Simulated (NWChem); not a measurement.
System: Si$_{2}$NH$_{6}$OCl; SMILES N[Si@H](Cl)[SiH2]O

```xyz
11

N     -1.9424    -0.5305     0.4275
Si    -0.4930    -0.3856    -0.4787
Cl     0.8960    -1.9408    -0.1750
Si     0.7378     1.4852     0.1832
O     -0.1773     2.8562    -0.0999
H     -1.9418    -0.3899     1.4315
H     -2.6593    -1.1919     0.1489
H     -0.8620    -0.4518    -1.9192
H      2.0328     1.5184    -0.5693
H      1.0749     1.3373     1.6384
H      0.2303     3.6997     0.1179
```
Atoms are numbered in this order, from 1.

Computed with NWChem. Pople sets run with spherical d functions. The geometry was optimised at PBE0/def2-SVP. Isolated, static molecule.

GIAO at B3LYP/6-31G*: principal shieldings of Si2 are 369.0, 401.6, 443.4 ppm; an isolated tetramethylsilane molecule has σ = 415.4 ppm at the same levels.

Problem. Find the isotropic 29Si shift, its principal values, the span and the skew.

Solution. 
1. σ(iso) = one third of the sum = 404.7 ppm.
2. δ = σ(reference) − σ = 10.7 ppm against tetramethylsilane.
3. δ11, δ22, δ33 = 46.4, 13.8, -28.0 ppm.
4. Span Ω = δ11 − δ33 = 74.4 ppm; skew κ = 3(δ22 − δ(iso))/Ω = 0.12.
